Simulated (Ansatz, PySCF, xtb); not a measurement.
Noncovalent pair: HI (SMILES I) (first 2 atoms) with H4OSi (SMILES O[SiH3]); geometry from B3LYP-D3(BJ)/def2-TZVP, rigid monomers moved along the line of their centres of mass till H2···O3 is 1.82 Å.
(charge 0, multiplicity 1):
```xyz
8

I     -0.423    -1.170    -0.633
H     -0.576    -0.960     0.973
O     -0.675    -0.622     2.759
Si     0.177     0.636     3.435
H     -1.273    -1.134     3.309
H     -0.739     1.653     4.000
H      0.965     1.205     2.327
H      1.070     0.151     4.513
```

Interaction energies are E(AB) − E(A) − E(B) at the monomers' geometry in the complex; basis-set methods are counterpoise corrected. Rows marked so take none.

Rows in STO-3G carry no dispersion term and start afresh at each structure; the Pople sets are all-electron and without relativity.

Run with Ansatz (a quantum-chemistry and plane-wave program) with Gaussian orbitals; PySCF for STO-3G rows, the dispersion terms; xtb for the GFN methods.  In def2 rows elements past Kr take small-core potentials, without spin–orbit coupling.

Problem. One of these levels gives 2.92 kcal/mol for the interaction energy. Name it.
A) HF/STO-3G (no counterpoise)
B) GFN1-xTB
C) PBE-D4/def2-TZVPPD
D) HF/def2-SVPD

Solution. B, GFN1-xTB. The others give -6.57 (HF/STO-3G (no counterpoise)), 0.80 (HF/def2-SVPD), -3.63 (PBE-D4/def2-TZVPPD)
